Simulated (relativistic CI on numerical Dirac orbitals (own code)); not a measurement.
Sensitivity of the levels of Nd16+ to α and to the nuclear radius

Computed by Dirac-Coulomb-Breit CI, orbitals from a KLI potential per configuration, derivatives by finite differences, unscaled Slater integrals, QED left out (own radial code, finite nucleus).

CI space (outside the closed core [Ar] 3d10): 4s2 4p6 4d8, 4s2 4p5 4d9, 4s2 4p6 4d7 4f, 4s2 4p4 4d10, 4s 4p6 4d9, 4s2 4p6 4d7 5s, 4s2 4p6 4d7 5p, 4p6 4d10. Levels of other configurations are missing.

With x = (α/α₀)² − 1 an excitation energy changes as ω = ω₀ + qx; K = 2q/ω₀ is the relative enhancement. Terms are leading LS components, so labels can repeat. The field-shift factor is F = δν/δ⟨r²⟩ for the transition from the lowest level.

Lowest level 4s2 4p6 4d8 3F_4.

```tsv
Level	ω₀ (cm⁻¹)	q (cm⁻¹)	K	F (GHz/fm²)
4s2 4p6 4d8 1D_2	17943	89.72	0.01	-0.0584
4s2 4p6 4d8 3F_3	32635	34410	2.11	0.533
4s2 4p6 4d8 3P_0	48502	8832	0.364	0.258
4s2 4p6 4d8 3P_2	49823	36580	1.47	0.62
4s2 4p6 4d8 3P_1	60599	34770	1.15	0.64
4s2 4p6 4d8 1G_4	69129	31990	0.926	0.657
4s2 4p6 4d8 1D_2	80888	67050	1.66	0.966
4s2 4p6 4d8 1S_0	135716	61370	0.904	1.06
4s2 4p5 4d9 1D°_2	882174	47280	0.107	4.87
4s2 4p5 4d9 3F°_4	885633	46730	0.106	4.78
4s2 4p5 4d9 3D°_3	887753	45340	0.102	5.19
4s2 4p5 4d9 3D°_2	916902	75830	0.165	5.62
4s2 4p5 4d9 3P°_1	931072	73670	0.158	5.59
```

At this charge energies of transitions that change n are usually good to better than 1 %, and those within a shell (Δn = 0) to a few per cent. Terms inside the open d or f shell come out 10 to 20 % too wide with unscaled integrals.
